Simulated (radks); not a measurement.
Mn, configuration [Ar] 3d5 4s2. Method: Dirac Kohn-Sham, PBE, spin-unpolarised, spherical densities, point nucleus; open shells fill j = l - 1/2 first; computed with a radial shooting solver on a logarithmic mesh with Libxc functionals.

Spin-orbit splittings of the eigenvalues, e(l+1/2) - e(l-1/2), with zeta = 2 splitting/(2l+1) and mean radii in bohr:

2p: occ. 6; splitting (eV) 10.43; zeta (eV) 6.953; <r> j=l-1/2 0.2451; <r> j=l+1/2 0.2480
3p: occ. 6; splitting (eV) 1.270; zeta (eV) 0.8466; <r> j=l-1/2 0.8983; <r> j=l+1/2 0.9074
3d: occ. 5; splitting (eV) 0.1177; zeta (eV) 0.04710; <r> j=l-1/2 1.221; <r> j=l+1/2 1.228
